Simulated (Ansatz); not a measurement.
Ideal-gas functions of Cl3HSZr (`[SH][Zr]([Cl])([Cl])[Cl]`) at 400 K and 1 bar, from an Ansatz frequency run at PBE0-D4/def2-TZVP.

Molar mass 230.66 g/mol, point group Cs (symmetry number 1), electronic degeneracy 1, moments of inertia 496.641, 515.195, 522.358 u Å². Harmonic wavenumbers (cm⁻¹, unscaled): 68, 90, 101, 105, 106, 131, 366, 397, 424, 429, 503, 2669.

Use S(trans) = R[1.5 ln M + 2.5 ln T − 1.1517]; rotational temperatures θ = 24.2544 K / I; S(rot) = R[ln(√π/σ · √(T³/θAθBθC)) + 1.5]; for each mode x = 1.438777 ν̃/T, S = R[x/(eˣ − 1) − ln(1 − e⁻ˣ)] and H = RT x/(eˣ − 1); 1 cm⁻¹ = 0.0119627 kJ/mol; R = 8.31446 J/(mol·K).

By hand: the entropy, in J/(mol·K).

Translation 182.8. Rotation: θ = 0.0488, 0.0471, 0.0464 K, giving 130.0. Vibration, mode by mode: 20.04, 17.73, 16.78, 16.46, 16.38, 14.65, 6.60, 6.02, 5.57, 5.49, 4.43, 0.01, in all 130.2. Electronic 0.0. Sum 443.0 J/(mol·K).

By hand: H − E and G − E in kJ/mol, counted from the electronic energy.

Zero-point energy ½ × 5389 × 0.0119627 = 32.2; thermal vibration 23.7; translation, rotation and pV give 4 RT = 13.3. H − E = 69.2 kJ/mol, and G − E = 69.2 − 400 × 443.0/1000 = -108.0 kJ/mol.

Vibration gives 29 % of the entropy, 102.0 J/(mol·K) of it from the modes under 150 cm⁻¹: soft modes count most, and the harmonic formula is weakest for them. The sum counts one conformer and one mirror image; others add a mixing term.
